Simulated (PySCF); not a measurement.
A geometry optimisation, step by step.

C6H11F3Ge.
Numbering: `[CH3:1][Ge@@H:2]1[CH2:3][CH2:4][CH2:5][C@H:6]1[C:7]([F:8])([F:9])[F:10]` (hydrogens: H11, H12, H13 on C1; H14 on Ge2; H15, H16 on C3; H17, H18 on C4; H19, H20 on C5; H21 on C6)

Method: PBE0-D3(BJ)/def2-SVP geometry optimisation, gas phase in PySCF 2.14.0; density fitting, grid level 1; the optimiser is geomeTRIC in internal coordinates, started from a GFN2-xTB structure with every atom displaced at random (about 0.01 Å). 5 of its 6 geometries are shown. The frame can shift and turn from step to step; on so coarse a grid that alone can change the energy by a few meV, and forces under 0.02 eV/Å are noise.

Step 0: E = -71031.3318 eV, largest atomic force 3.519 eV/Å
```
atom  x, y, z in Å  |  force x, y, z in eV/Å
C1      2.550    0.294   -0.897   -2.981   1.870  -0.025
Ge2     1.091    0.006    0.425    0.042  -0.481  -0.903
C3      0.261   -1.814    0.467    1.151   0.531   0.533
C4     -0.955   -1.660   -0.367   -1.959   0.119   0.649
C5     -1.667   -0.342   -0.031    0.712   0.023   0.623
C6     -0.644    0.786   -0.221    0.005  -0.103   0.361
C7     -0.919    1.998    0.585   -0.214   1.011   0.725
F8     -2.052    2.644    0.261   -0.058  -0.276  -0.073
F9      0.062    2.914    0.468    0.120  -0.058  -0.194
F10    -1.005    1.734    1.913   -0.150  -0.119  -0.410
H11     2.218   -0.065   -1.863   -0.092  -0.255  -0.517
H12     2.739    1.384   -0.986   -0.078  -0.294   0.073
H13     3.417   -0.172   -0.614    2.659  -1.497   0.849
H14     1.461    0.569    1.785    0.127   0.086   0.302
H15     0.020   -2.093    1.499   -0.064   0.075   0.183
H16     0.923   -2.580    0.087    0.472  -0.459  -0.216
H17    -1.673   -2.481   -0.192    0.092  -0.110  -0.157
H18    -0.736   -1.653   -1.419    0.343  -0.096  -1.008
H19    -2.553   -0.184   -0.634   -0.473   0.062  -0.381
H20    -1.998   -0.348    1.032    0.119  -0.093  -0.317
H21    -0.611    1.088   -1.275    0.228   0.063  -0.096
```

Step 1: E = -71031.6166 eV, largest atomic force 0.903 eV/Å
```
atom  x, y, z in Å  |  force x, y, z in eV/Å
C1      2.491    0.233   -0.916    0.809  -0.370   0.157
Ge2     1.112    0.009    0.431   -0.104   0.092   0.127
C3      0.346   -1.797    0.483   -0.079  -0.118  -0.080
C4     -0.947   -1.649   -0.332    0.138   0.027  -0.097
C5     -1.623   -0.325    0.018   -0.105   0.060  -0.159
C6     -0.615    0.821   -0.148   -0.009   0.018   0.107
C7     -1.018    2.078    0.573   -0.077  -0.275  -0.342
F8     -2.181    2.554    0.094    0.045   0.131   0.102
F9     -0.101    3.044    0.421   -0.064   0.018   0.093
F10    -1.195    1.883    1.885    0.087   0.075   0.009
H11     2.160   -0.174   -1.882   -0.017  -0.034  -0.004
H12     2.733    1.294   -1.052   -0.003   0.125  -0.011
H13     3.438   -0.293   -0.615   -0.695   0.329  -0.207
H14     1.547    0.560    1.802    0.059  -0.031  -0.017
H15     0.118   -2.081    1.523    0.003   0.037   0.027
H16     1.018   -2.570    0.078   -0.008   0.035  -0.005
H17    -1.635   -2.491   -0.167   -0.054  -0.077   0.018
H18    -0.711   -1.653   -1.416   -0.006  -0.013   0.132
H19    -2.522   -0.160   -0.601    0.062  -0.001   0.078
H20    -1.959   -0.356    1.067   -0.010  -0.002   0.034
H21    -0.523    1.100   -1.212    0.026  -0.028   0.039
```

Step 2: E = -71031.6341 eV, largest atomic force 0.262 eV/Å
```
atom  x, y, z in Å  |  force x, y, z in eV/Å
C1      2.495    0.243   -0.915    0.249  -0.061   0.055
Ge2     1.108    0.010    0.433   -0.017   0.036   0.021
C3      0.341   -1.801    0.484   -0.038  -0.031  -0.028
C4     -0.952   -1.657   -0.329    0.033   0.004  -0.003
C5     -1.629   -0.329    0.014   -0.016   0.015  -0.036
C6     -0.620    0.815   -0.152   -0.089   0.028   0.042
C7     -1.013    2.074    0.562   -0.032   0.043  -0.048
F8     -2.174    2.580    0.110    0.024  -0.065  -0.004
F9     -0.092    3.037    0.411    0.095   0.050  -0.081
F10    -1.166    1.891    1.879   -0.037  -0.087   0.098
H11     2.163   -0.166   -1.881   -0.015  -0.001   0.002
H12     2.735    1.308   -1.049   -0.034  -0.011   0.004
H13     3.423   -0.280   -0.617   -0.199   0.085  -0.048
H14     1.553    0.554    1.802    0.031  -0.019  -0.009
H15     0.115   -2.078    1.527    0.011   0.024   0.010
H16     1.014   -2.571    0.079    0.004   0.011  -0.002
H17    -1.640   -2.501   -0.160   -0.002   0.007   0.007
H18    -0.712   -1.668   -1.409   -0.004  -0.004   0.014
H19    -2.527   -0.164   -0.603    0.002   0.002   0.011
H20    -1.966   -0.357    1.064    0.003  -0.004   0.005
H21    -0.524    1.088   -1.216    0.033  -0.020  -0.011
```

Step 4: E = -71031.6373 eV, largest atomic force 0.040 eV/Å
```
atom  x, y, z in Å  |  force x, y, z in eV/Å
C1      2.493    0.251   -0.913   -0.025   0.016  -0.011
Ge2     1.107    0.010    0.434   -0.006   0.000  -0.004
C3      0.339   -1.802    0.485   -0.002   0.000  -0.004
C4     -0.955   -1.660   -0.324    0.001  -0.002   0.003
C5     -1.632   -0.330    0.015    0.006   0.006   0.005
C6     -0.621    0.811   -0.154   -0.014  -0.001   0.016
C7     -1.008    2.074    0.553   -0.018   0.016  -0.013
F8     -2.171    2.574    0.107    0.000  -0.005   0.001
F9     -0.084    3.034    0.385    0.000  -0.006   0.001
F10    -1.154    1.893    1.874    0.012  -0.002  -0.005
H11     2.158   -0.153   -1.880   -0.001   0.004  -0.001
H12     2.725    1.319   -1.040   -0.004   0.002  -0.002
H13     3.414   -0.271   -0.619    0.034  -0.018   0.010
H14     1.566    0.544    1.803    0.004  -0.004   0.003
H15     0.120   -2.072    1.531    0.000   0.002   0.001
H16     1.012   -2.571    0.080    0.001  -0.001   0.003
H17    -1.644   -2.502   -0.148    0.000   0.002   0.004
H18    -0.719   -1.676   -1.403   -0.002  -0.003  -0.005
H19    -2.531   -0.166   -0.600   -0.002   0.002  -0.001
H20    -1.968   -0.355    1.067    0.001  -0.002   0.001
H21    -0.518    1.075   -1.219    0.015  -0.005   0.001
```

Step 5: E = -71031.6375 eV, largest atomic force under 0.02 eV/Å
```
atom  x, y, z in Å  |  force x, y, z in eV/Å
C1      2.493    0.255   -0.914   -0.004  -0.011   0.004
Ge2     1.108    0.009    0.434    0.002  -0.002   0.000
C3      0.340   -1.803    0.487    0.004   0.004  -0.003
C4     -0.956   -1.662   -0.320    0.002   0.002  -0.009
C5     -1.632   -0.331    0.018   -0.005   0.004  -0.006
C6     -0.621    0.809   -0.154    0.002   0.006   0.012
C7     -1.008    2.075    0.547    0.007   0.006   0.004
F8     -2.174    2.571    0.103   -0.003  -0.003  -0.002
F9     -0.085    3.035    0.372   -0.002  -0.001  -0.011
F10    -1.148    1.901    1.870   -0.003  -0.008  -0.004
H11     2.157   -0.146   -1.881    0.003  -0.002  -0.002
H12     2.721    1.323   -1.037    0.005   0.010  -0.001
H13     3.416   -0.267   -0.621   -0.005   0.007  -0.005
H14     1.570    0.540    1.803   -0.003  -0.001   0.001
H15     0.122   -2.071    1.533    0.000  -0.001   0.001
H16     1.012   -2.573    0.081   -0.001   0.000   0.002
H17    -1.646   -2.503   -0.141   -0.003  -0.005   0.003
H18    -0.724   -1.680   -1.400   -0.002  -0.001   0.007
H19    -2.531   -0.168   -0.596    0.002   0.000   0.005
H20    -1.966   -0.355    1.070    0.000  -0.001   0.003
H21    -0.515    1.068   -1.220    0.003  -0.003   0.001
```

Q: Summarise the path.

A: The energy falls by 29.49 kJ/mol from step 0 to step 5; nine tenths of that is first reached at step 1. It falls at every step. The largest force goes from 3.519 to under 0.02 eV/Å. Among the bonds C1–H13 changes most, from 1.024 to 1.100 Å; the atoms move by 0.098 Å rms after alignment.

Q: Follow the three bonds and two angles with the largest change from start to end.

A: 
| step | E above end (kJ/mol) | largest force (eV/Å) | C1–H13 (Å) | C3–C4 (Å) | C1–Ge2 (Å) | Ge2–C6–C7 (°) | Ge2–C6–H21 (°) |
| --- | --- | --- | --- | --- | --- | --- | --- |
| 0 | 29.49 | 3.519 | 1.024 | 1.482 | 1.990 | 107.7 | 112.9 |
| 1 | 2.02 | 0.903 | 1.125 | 1.536 | 1.940 | 115.7 | 108.1 |
| 2 | 0.33 | 0.262 | 1.107 | 1.534 | 1.948 | 115.3 | 107.9 |
| 3 | 0.07 | 0.082 | 1.098 | 1.533 | 1.949 | 115.0 | 107.6 |
| 4 | 0.02 | 0.040 | 1.099 | 1.533 | 1.948 | 115.1 | 107.4 |
| 5 | 0.00 | under 0.02 | 1.100 | 1.533 | 1.948 | 115.1 | 107.2 |

The cost below is that of the whole optimisation. Time: 2.5 min; peak memory 1.1 GiB. Hardware: one thread, Arm Neoverse V2 (aarch64), no GPU, shared host with 96 logical CPUs at a one-minute load of 28.
